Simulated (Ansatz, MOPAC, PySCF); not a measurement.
System: H2Be, singlet: symmetric bend, bond length relaxed. Scanned: H-Be-H angle. Other coordinates (Be-H bond length) were minimised at B3LYP/def2-TZVP.

Computed with: CCSD/cc-pVQZ = CCSD on RHF/cc-pVQZ, frozen core (Ansatz, a quantum-chemistry and plane-wave program); AM1, restricted, heats of formation (MOPAC); RKS-LDA (SVWN5)/6-31G* = restricted LDA (SVWN5)/6-31G*, spherical d run with PySCF 2.14.0.

Energies in mEh, each method relative to its own lowest point.

| a / ° | CCSD/cc-pVQZ | AM1 | RKS-LDA (SVWN5)/6-31G* |
|---|---|---|---|
| 180 | 0.0 | 0.0 | 0.0 |
| 169.02 | 0.9 | ? | 0.9 |
| 160.30 | 3.0 | ? | 3.0 |
| 151.98 | 6.1 | 5.1 | 6.0 |
| 137.79 | 14.1 | 11.4 | 13.7 |
| 132.37 | 18.2 | 14.4 | 17.5 |
| 121.56 | 27.9 | ? | 26.7 |
| 110.79 | 40.1 | 29.3 | 38.1 |
| 99.75 | 55.6 | ? | 52.3 |
| 91.34 | 69.6 | 44.2 | 65.2 |
| 78.76 | 94.7 | ? | 88.2 |
| 68.02 | 120.3 | 51.8 | 111.6 |
| 60 | 141.7 | 46.7 | 131.2 |

### Question
Complete the blanks.

### Answer

- 169.02, AM1: 0.8
- 160.30, AM1: 2.5
- 121.56, AM1: 21.4
- 99.75, AM1: 37.9
- 78.76, AM1: 51.1
